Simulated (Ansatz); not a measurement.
Consider the formal exchange of groups at a Ga–Si bond: `N[SiH2][Ga]([F])[SiH3]` + `C=N` → `N=[CH][Ga]([F])[SiH3]` + `N[SiH3]`.

Program: Ansatz. Geometries: PBE0-D4/def2-TZVP. ΔE: electronic, gas phase. CCSD(T)/CBS adds triple-zeta CCSD(T) − MP2 to the extrapolated MP2 energy (def2 sets, frozen cores). This one scheme is used for every species. DFT in def2-TZVPP. B3LYP here is the variant with VWN-RPA as its local correlation; programs differ in this. For Ga outer-core shells are correlated without core-valence functions, which leaves a few kJ/mol of doubt a bond. Scalar relativity is left out up to krypton. One conformer a species, not always the lowest.

`N[SiH2][Ga]([F])[SiH3]`:

Cartesian coordinates in Å:
```
N 1.306 1.333 -1.695
Si -0.159 1.687 -0.852
Ga -0.951 -0.012 0.706
F -2.412 0.464 1.595
Si -0.177 -2.220 1.351
H 2.185 1.363 -1.203
H 1.318 0.614 -2.400
H 0.056 2.947 -0.090
H -1.226 1.904 -1.868
H 1.010 -2.084 2.244
H 0.264 -2.984 0.149
H -1.215 -3.012 2.062
```

`C=N`:

Cartesian coordinates in Å:
```
C -0.257 0.277 0.098
N 0.050 -0.904 -0.220
H 0.456 1.103 0.203
H -1.305 0.516 0.288
H 1.056 -0.992 -0.369
```

`N=[CH][Ga]([F])[SiH3]`:

Cartesian coordinates in Å:
```
N 1.021 -2.240 0.667
C 0.382 -1.434 1.410
Ga -0.376 0.295 0.780
F -1.218 1.218 2.026
Si -0.303 1.290 -1.416
H 1.102 -1.900 -0.295
H 0.258 -1.739 2.456
H 0.401 0.400 -2.379
H 0.420 2.587 -1.347
H -1.687 1.524 -1.902
```

`N[SiH3]`:

Z-matrix (Å, degrees):
```
Si
N 1 1.720
H 1 1.486 2 107.9
H 1 1.494 2 116.0 3 -120.3
H 1 1.486 2 107.9 3 119.4
H 2 1.007 1 119.6 3 -168.6
H 2 1.007 1 119.6 3 49.2
```

```json
{"level": "PBE-D4", "ΔE (kJ/mol)": "33.4", "difference from CCSD(T)/CBS": "10.3"}
{"level": "r2SCAN-D4", "ΔE (kJ/mol)": "26.9", "difference from CCSD(T)/CBS": "3.8"}
{"level": "PBE0-D4", "ΔE (kJ/mol)": "32.3", "difference from CCSD(T)/CBS": "9.2"}
{"level": "B3LYP-D4", "ΔE (kJ/mol)": "27.1", "difference from CCSD(T)/CBS": "4.0"}
{"level": "ωB97X-V", "ΔE (kJ/mol)": "22.8", "difference from CCSD(T)/CBS": "-0.3"}
{"level": "ωB97M-V", "ΔE (kJ/mol)": "21.9", "difference from CCSD(T)/CBS": "-1.2"}
{"level": "B2PLYP", "ΔE (kJ/mol)": "21.3", "difference from CCSD(T)/CBS": "-1.8"}
{"level": "PBE", "ΔE (kJ/mol)": "32.7", "difference from CCSD(T)/CBS": "9.6"}
{"level": "r2SCAN", "ΔE (kJ/mol)": "26.5", "difference from CCSD(T)/CBS": "3.4"}
{"level": "PBE0", "ΔE (kJ/mol)": "31.4", "difference from CCSD(T)/CBS": "8.3"}
{"level": "B3LYP", "ΔE (kJ/mol)": "25.9", "difference from CCSD(T)/CBS": "2.8"}
{"level": "HF/def2-TZVPP", "ΔE (kJ/mol)": "18.6", "difference from CCSD(T)/CBS": "-4.5"}
{"level": "MP2/def2-TZVPP", "ΔE (kJ/mol)": "14.9", "difference from CCSD(T)/CBS": "-8.2"}
{"level": "SCS-MP2/def2-TZVPP", "ΔE (kJ/mol)": "14.7", "difference from CCSD(T)/CBS": "-8.4"}
{"level": "CCSD/def2-TZVPP", "ΔE (kJ/mol)": "20.3", "difference from CCSD(T)/CBS": "-2.8"}
{"level": "CCSD(T)/def2-TZVPP", "ΔE (kJ/mol)": "19.6", "difference from CCSD(T)/CBS": "-3.5"}
{"level": "HF/def2-QZVPP", "ΔE (kJ/mol)": "18.8", "difference from CCSD(T)/CBS": "-4.3"}
{"level": "MP2/def2-QZVPP", "ΔE (kJ/mol)": "17.0", "difference from CCSD(T)/CBS": "-6.1"}
{"level": "SCS-MP2/def2-QZVPP", "ΔE (kJ/mol)": "16.5", "difference from CCSD(T)/CBS": "-6.6"}
{"level": "HF/CBS(def2)", "ΔE (kJ/mol)": "18.8", "difference from CCSD(T)/CBS": "-4.3"}
{"level": "MP2/CBS(def2)", "ΔE (kJ/mol)": "18.4", "difference from CCSD(T)/CBS": "-4.7"}
{"level": "CCSD/CBS(def2)", "ΔE (kJ/mol)": "23.8", "difference from CCSD(T)/CBS": "0.7"}
{"level": "CCSD(T)/CBS", "ΔE (kJ/mol)": "23.1", "difference from CCSD(T)/CBS": "0"}
```

Largest T1 diagnostic among the species: 0.015.
